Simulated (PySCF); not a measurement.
BrGaH2O2, SMILES [OH][Ga]([OH])[Br]. Coordinates come from a PBE-D3(BJ)/def2-SVP optimisation. The structure was generated by enumeration; whether it is a known compound was not checked. Other conformers were not sampled.

Computed with PySCF with PBE-D3(BJ)/def2-SVP.

Harmonic wavenumbers (cm⁻¹): 123, 159, 165, 298, 309, 340, 663, 713, 819, 852, 3715, 3728. Rotational constants (GHz): 6.052, 1.561, 1.241; symmetry number 1.

Work out the zero-point energy and the ideal-gas rigid-rotor harmonic-oscillator thermochemistry at 298.15 K and 1 atm.

ZPE = ½ Σ hcν = ½ × 11886 cm⁻¹ = 71.10 kJ/mol. H − E(el) = 90.24 kJ/mol. Entropy in J/(mol K): translation 173.76, rotation 115.93, vibration 54.85, total 344.54. G − E(el) = -12.49 kJ/mol. Cp = 89.87 J/(mol K). Modes under 150 cm⁻¹ make the vibrational entropy uncertain.
